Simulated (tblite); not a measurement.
A geometry optimisation, step by step.

Compound: C₄H₁₀GeO₂Si.
SMILES with atom numbers: `[O:1]=[CH:2][O:3]/[CH:4]=[C:5](/[SiH3:6])[CH2:7][GeH3:8]` (hydrogens: H9 on C2; H10 on C4; H11, H12, H13 on Si6; H14, H15 on C7; H16, H17, H18 on Ge8)

Computed with GFN2-xTB (tblite), gas phase: L-BFGS steps from a force-field or distance-geometry start until the largest atomic force falls under 0.01 eV/Å. 9 of its 137 geometries are shown.

Step 0: E = -690.9791 eV, largest atomic force 3.820 eV/Å
```
atom  x, y, z in Å  |  force x, y, z in eV/Å
O1      1.988   -1.103    1.585    1.462   1.369  -2.920
C2      2.696   -0.738    0.616   -2.759  -0.363   2.617
O3      2.423    0.240   -0.274    1.345  -0.882   0.614
C4      1.289    1.050   -0.341    0.204  -0.265   0.728
C5      0.059    0.593   -0.504    0.018   0.470  -0.223
Si6    -1.279    1.886   -0.546   -0.581   0.760   0.316
C7     -0.279   -0.813   -0.690   -0.805  -0.629  -1.175
Ge8    -1.509   -1.466    0.700   -0.052  -0.118   0.775
H9      3.649   -1.278    0.509   -0.007   0.643  -0.766
H10     1.452    2.121   -0.210    0.471  -0.482  -0.053
H11    -0.709    3.236   -0.739    0.034  -0.236   0.040
H12    -2.005    1.884    0.743    0.076  -0.071  -0.222
H13    -2.181    1.659   -1.664   -0.158  -0.161  -0.152
H14    -0.790   -0.940   -1.685    0.253   0.142   0.676
H15     0.589   -1.451   -0.740    0.388  -0.208   0.103
H16    -2.992   -1.116    0.324    0.754  -0.232   0.275
H17    -1.093   -0.764    2.016   -0.393  -0.369  -0.519
H18    -1.316   -2.994    0.890   -0.249   0.633  -0.114
```

Step 17: E = -691.5403 eV, largest atomic force 0.224 eV/Å
```
atom  x, y, z in Å  |  force x, y, z in eV/Å
O1      1.724   -1.045    1.418    0.065  -0.066  -0.065
C2      2.565   -0.733    0.623   -0.134  -0.013   0.112
O3      2.499    0.239   -0.264    0.013   0.099   0.036
C4      1.350    1.041   -0.322   -0.055   0.016   0.054
C5      0.109    0.628   -0.551   -0.027   0.024   0.101
Si6    -1.293    1.897   -0.557   -0.091   0.067  -0.013
C7     -0.253   -0.796   -0.732   -0.050  -0.064  -0.025
Ge8    -1.392   -1.453    0.762   -0.020  -0.048   0.063
H9      3.557   -1.216    0.531   -0.121  -0.037   0.043
H10     1.591    2.080   -0.149    0.077   0.014  -0.113
H11    -0.668    3.215   -0.736   -0.095  -0.085  -0.002
H12    -2.043    1.838    0.708    0.093   0.000  -0.092
H13    -2.212    1.578   -1.665    0.128   0.040   0.077
H14    -0.839   -0.912   -1.641   -0.171   0.018  -0.143
H15     0.621   -1.433   -0.844    0.074  -0.053   0.038
H16    -2.835   -1.146    0.430    0.105   0.031  -0.013
H17    -1.139   -0.827    2.090    0.099  -0.024  -0.043
H18    -1.350   -2.950    0.888    0.108   0.080  -0.015
```

Step 34: E = -691.6327 eV, largest atomic force 0.108 eV/Å
```
atom  x, y, z in Å  |  force x, y, z in eV/Å
O1      1.485   -1.163    1.372    0.004   0.051  -0.044
C2      2.401   -0.797    0.688   -0.030  -0.046  -0.028
O3      2.463    0.253   -0.101    0.022  -0.014  -0.047
C4      1.343    1.069   -0.304    0.011  -0.030   0.103
C5      0.113    0.662   -0.602    0.016   0.068   0.054
Si6    -1.297    1.919   -0.613   -0.037   0.012  -0.032
C7     -0.256   -0.758   -0.788   -0.031   0.048   0.014
Ge8    -1.225   -1.452    0.809   -0.049  -0.039   0.008
H9      3.373   -1.322    0.648    0.014   0.015   0.009
H10     1.618    2.112   -0.229   -0.007  -0.043   0.042
H11    -0.737    3.265   -0.759   -0.013  -0.057  -0.041
H12    -2.008    1.815    0.668   -0.001   0.006  -0.053
H13    -2.195    1.569   -1.722    0.045   0.066   0.041
H14    -0.952   -0.838   -1.624   -0.019  -0.049  -0.060
H15     0.609   -1.385   -1.005   -0.023   0.002  -0.016
H16    -2.686   -1.163    0.551    0.001  -0.013  -0.008
H17    -0.919   -0.836    2.121    0.013   0.029   0.032
H18    -1.139   -2.944    0.880    0.086  -0.005   0.026
```

Step 51: E = -691.6744 eV, largest atomic force 0.286 eV/Å
```
atom  x, y, z in Å  |  force x, y, z in eV/Å
O1      1.444   -1.272    1.345   -0.006  -0.009   0.016
C2      2.355   -0.884    0.668    0.011   0.000  -0.090
O3      2.410    0.193   -0.077    0.111   0.057   0.045
C4      1.306    1.045   -0.211   -0.015   0.015   0.045
C5      0.079    0.693   -0.575   -0.027  -0.068   0.004
Si6    -1.291    1.986   -0.673   -0.079   0.075  -0.005
C7     -0.315   -0.708   -0.819   -0.121  -0.145   0.132
Ge8    -1.146   -1.469    0.844    0.264  -0.058   0.093
H9      3.327   -1.406    0.599   -0.003  -0.027   0.006
H10     1.587    2.067   -0.020    0.085   0.090  -0.043
H11    -0.683    3.303   -0.852    0.041   0.043   0.038
H12    -2.096    1.931    0.550    0.017   0.000   0.001
H13    -2.143    1.688   -1.828    0.024  -0.039  -0.014
H14    -1.062   -0.757   -1.609    0.010  -0.040  -0.053
H15     0.529   -1.344   -1.095   -0.024   0.077  -0.050
H16    -2.628   -1.464    0.625   -0.213  -0.010  -0.067
H17    -0.918   -0.690    2.097   -0.053  -0.024  -0.095
H18    -0.764   -2.905    1.018   -0.021   0.062   0.037
```

Step 68: E = -691.6949 eV, largest atomic force 0.026 eV/Å
```
atom  x, y, z in Å  |  force x, y, z in eV/Å
O1      1.441   -1.307    1.305    0.006   0.012  -0.003
C2      2.350   -0.898    0.634    0.004   0.004   0.014
O3      2.412    0.216   -0.054    0.002  -0.008  -0.011
C4      1.298    1.053   -0.189    0.000   0.001   0.005
C5      0.066    0.692   -0.538    0.007   0.008  -0.024
Si6    -1.276    2.015   -0.676   -0.015   0.003  -0.002
C7     -0.337   -0.709   -0.793   -0.005   0.000   0.000
Ge8    -1.136   -1.510    0.862    0.017   0.014  -0.007
H9      3.316   -1.425    0.539   -0.006  -0.016   0.007
H10     1.587    2.082   -0.034    0.007   0.007  -0.009
H11    -0.636    3.323   -0.820    0.007  -0.005   0.018
H12    -2.122    1.978    0.518   -0.006  -0.010   0.009
H13    -2.078    1.710   -1.865    0.005   0.008  -0.003
H14    -1.091   -0.739   -1.579   -0.013  -0.018   0.005
H15     0.506   -1.321   -1.117   -0.003  -0.003   0.013
H16    -2.621   -1.615    0.589   -0.009  -0.001  -0.009
H17    -1.002   -0.636    2.060   -0.013  -0.002   0.004
H18    -0.687   -2.902    1.148    0.016   0.006  -0.005
```

Step 85: E = -691.7001 eV, largest atomic force 0.046 eV/Å
```
atom  x, y, z in Å  |  force x, y, z in eV/Å
O1      1.424   -1.236    1.343    0.015   0.016   0.000
C2      2.332   -0.887    0.638   -0.001  -0.006   0.000
O3      2.412    0.192   -0.103    0.009  -0.006   0.010
C4      1.310    1.048   -0.237    0.014   0.001  -0.020
C5      0.070    0.692   -0.560    0.006  -0.004  -0.007
Si6    -1.269    2.022   -0.664   -0.010  -0.004   0.007
C7     -0.339   -0.712   -0.787   -0.021  -0.003   0.006
Ge8    -1.135   -1.509    0.871    0.006   0.044  -0.010
H9      3.278   -1.452    0.547   -0.007   0.001   0.008
H10     1.617    2.075   -0.112    0.005   0.012   0.010
H11    -0.625    3.336   -0.700   -0.006  -0.024   0.006
H12    -2.140    1.898    0.506   -0.016   0.002   0.002
H13    -2.047    1.799   -1.888    0.025  -0.003   0.001
H14    -1.097   -0.755   -1.569    0.003   0.001  -0.005
H15     0.504   -1.332   -1.102   -0.026   0.018  -0.005
H16    -2.607   -1.686    0.557    0.006  -0.016   0.012
H17    -1.078   -0.616    2.062    0.014  -0.008  -0.023
H18    -0.621   -2.871    1.187   -0.017  -0.020   0.008
```

Step 102: E = -691.7024 eV, largest atomic force 0.043 eV/Å
```
atom  x, y, z in Å  |  force x, y, z in eV/Å
O1      1.418   -1.187    1.361   -0.017  -0.031   0.024
C2      2.328   -0.880    0.641    0.014   0.006  -0.010
O3      2.415    0.173   -0.137    0.014   0.018  -0.011
C4      1.321    1.038   -0.268    0.003   0.007   0.009
C5      0.074    0.690   -0.569    0.002   0.003   0.014
Si6    -1.266    2.018   -0.654    0.001  -0.003  -0.001
C7     -0.351   -0.711   -0.790    0.004   0.009  -0.004
Ge8    -1.130   -1.506    0.876   -0.004   0.017   0.016
H9      3.264   -1.460    0.567    0.005  -0.006  -0.005
H10     1.636    2.063   -0.141   -0.002   0.008  -0.008
H11    -0.635    3.336   -0.601    0.013  -0.001  -0.001
H12    -2.182    1.840    0.474   -0.017  -0.012  -0.002
H13    -1.985    1.841   -1.919   -0.006   0.008  -0.010
H14    -1.120   -0.746   -1.562   -0.002  -0.003  -0.007
H15     0.482   -1.335   -1.119    0.001  -0.009  -0.001
H16    -2.596   -1.719    0.564    0.002   0.001   0.015
H17    -1.084   -0.593    2.052   -0.004  -0.013  -0.014
H18    -0.598   -2.857    1.214   -0.004   0.003  -0.002
```

Step 119: E = -691.7057 eV, largest atomic force 0.027 eV/Å
```
atom  x, y, z in Å  |  force x, y, z in eV/Å
O1      1.444   -1.225    1.335   -0.001   0.008  -0.003
C2      2.352   -0.885    0.626   -0.001   0.005  -0.014
O3      2.422    0.175   -0.143   -0.005   0.003  -0.006
C4      1.322    1.033   -0.278   -0.023  -0.010   0.010
C5      0.072    0.684   -0.570    0.007   0.005  -0.004
Si6    -1.272    2.007   -0.670    0.005   0.010   0.004
C7     -0.368   -0.714   -0.781    0.006   0.001   0.009
Ge8    -1.131   -1.486    0.904    0.000   0.005   0.015
H9      3.305   -1.439    0.557   -0.014  -0.012  -0.004
H10     1.638    2.060   -0.167   -0.014  -0.006   0.006
H11    -0.670    3.317   -0.428    0.001   0.002   0.008
H12    -2.296    1.696    0.331   -0.002   0.009  -0.005
H13    -1.859    1.953   -2.013    0.003  -0.005  -0.011
H14    -1.151   -0.742   -1.540    0.019  -0.008   0.006
H15     0.452   -1.349   -1.122    0.000  -0.004   0.010
H16    -2.611   -1.670    0.630    0.022   0.002   0.006
H17    -1.041   -0.565    2.073    0.003  -0.013  -0.020
H18    -0.619   -2.844    1.243   -0.006   0.008  -0.006
```

Step 136: E = -691.7074 eV, largest atomic force 0.010 eV/Å
```
atom  x, y, z in Å  |  force x, y, z in eV/Å
O1      1.451   -1.225    1.330    0.002   0.001   0.002
C2      2.348   -0.889    0.606    0.000   0.000  -0.002
O3      2.415    0.177   -0.153   -0.004  -0.001  -0.001
C4      1.312    1.033   -0.275    0.002   0.002   0.005
C5      0.063    0.680   -0.565    0.003   0.004   0.003
Si6    -1.275    2.008   -0.681    0.003  -0.002   0.001
C7     -0.368   -0.721   -0.772    0.001   0.005   0.002
Ge8    -1.121   -1.479    0.924    0.001  -0.003   0.004
H9      3.293   -1.454    0.514   -0.002  -0.001  -0.003
H10     1.621    2.061   -0.157    0.009  -0.002   0.000
H11    -0.689    3.304   -0.340   -0.002  -0.001   0.000
H12    -2.358    1.658    0.241   -0.003  -0.001  -0.003
H13    -1.774    2.015   -2.059   -0.007  -0.003  -0.006
H14    -1.149   -0.760   -1.531    0.000   0.002   0.001
H15     0.457   -1.353   -1.106   -0.003  -0.001   0.001
H16    -2.604   -1.656    0.667    0.004   0.002  -0.004
H17    -1.015   -0.552    2.083   -0.001  -0.003   0.001
H18    -0.616   -2.840    1.262   -0.001   0.000   0.000
```

Q: Summarise the path.

A: The energy falls by 16.80 kcal/mol from step 0 to step 136; nine tenths of that is first reached at step 35. It falls at every step. The largest force goes from 3.820 to 0.010 eV/Å. Among the bonds Ge8–H18 changes most, from 1.552 to 1.490 Å; the atoms move by 0.450 Å rms after alignment.

What follows is the cost of the whole relaxation. Time: 1.2 s wall. Hardware: one thread of an Arm Neoverse V1 (shared host).
